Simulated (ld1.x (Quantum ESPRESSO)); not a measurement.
# Varying the RRKJ potential for Al

Base potential:

ld1.x (Quantum ESPRESSO) 7.5 input, shortened:

```
&input
   title='Al', zed=13., rel=1, dft='PBE', iswitch=3,
   config='[Ne] 3s1.5 3p1.5 3d-2'
 /
 &inputp
   pseudotype=2, tm=.false., lloc=0,
   nlcc=.false.
 /
3
2P  2  1   6.00   0.00  0.75  0.75  0.0
3D  3  2  -2.00   0.50  0.70  0.70  0.0
2S  1  0   2.00   0.00  0.50  0.50  0.0
 &test
   configts(1)='2s2 2p6 3s1.5 3p1.5'
 /
```

Occupied shells without a wave of their own: 3p, 3s. They enter only through the test configuration that unscreens the potential.

Cutoffs, loose and tight: the cutoffs (Ry, on a coarse ladder) from which the occupation-weighted sum of valence levels, in a spherical-Bessel basis at the reference potential, stays within 10 and 1 mRy of its value at 400 Ry. They do not see the model core or the augmentation charge, which bear on the density cutoff. Test errors are all-electron minus pseudo excitation energies from the reference, over the configurations 2s2 2p6 3s2 3p1; 2s2 2p6 3s2 3p0; 2s2 2p6 3s1 3p0; 2s2 2p5 3s2 3p1; 2s2 2p6 3s1 3p2; 2s2 2p6 3s0 3p3; 2s1 2p6 3s2 3p1. A dash means not determined; rows that change the core or the reference have their own tests.

Cutoffs are not given where the Bessel-basis levels miss the radial ones by over 6 mRy, ghosts where they miss by over 20 mRy; a channel whose overlap is not positive is not tested.

On the changes marked as counting shells twice: ld1.x takes every shell without a wave as core, so the model core holds the marked electrons as well and exchange and correlation see them twice. This cancels in the reference configuration, but the file is broken for other ones, and its errors say nothing about a proper core correction.

```csv
change,outcome,"cutoff, loose","cutoff, tight",bound ghosts,largest test error (meV)
base,generated,–,–,none,+97
"core correction a·sin(br)/r model core inside 0.36 bohr (3p, 3s counted twice)",generated,–,–,none,-652
wave 3d channel at 0.5 Ry: rc 0.70 bohr becomes 3d channel at -0.04 Ry: rc 0.70 bohr,generated,–,–,none,+97
reference 2s2 2p6 3s2 3p1,generated,–,–,none,-74
wave 2s (bound): rc 0.50 bohr becomes 2s (bound): rc 0.52 bohr,generated,over 300 Ry,over 300 Ry,none,+100
"core [Ne], valence charge 3; reference 3s2 3p1; waves now 3p (bound): rc 2.65 bohr; 3d channel at 0.5 Ry: rc 2.65 bohr; 3s (bound): rc 1.75 bohr; core correction a·sin(br)/r model core inside 1.70 bohr",generated,10 Ry,30 Ry,none,+19
"type PAW; waves now 2s (bound): rc 0.50 bohr; 3s (bound): rc 0.50 bohr; 2p (bound): rc 0.75 bohr; 3p (bound): rc 0.75 bohr; 3d channel at 0.5 Ry: rcut 0.60, rcutus 0.70 bohr; 3d channel at 2.75 Ry: rcut 0.60, rcutus 0.70 bohr; local potential all-electron potential smoothed inside 0.50 bohr (lloc = -2); core correction a·sin(br)/r model core, default radius (ld1.x builds one for every PAW set, though the input has nlcc=.false.); augmentation BESSEL, radius 0.50 bohr",failed: invmat: error in DGETRF,–,–,–,–
"all radii scaled by about 0.80 (s 0.40, p 0.60, d 0.56 bohr)",failed: compute_chi: chi too large beyond r_c,–,–,–,–
wave 2p (bound): rc 0.75 bohr becomes 2p (bound): rc 0.54 bohr,generated,–,–,none,-32
wave 3d channel at 0.5 Ry: rc 0.70 bohr becomes 3d channel at 0.5 Ry: rc 0.44 bohr,failed: compute_chi: chi too large beyond r_c,–,–,–,–
wave 2p (bound): rc 0.75 bohr becomes 2p (bound): rc 0.78 bohr,generated,–,–,none,+123
```
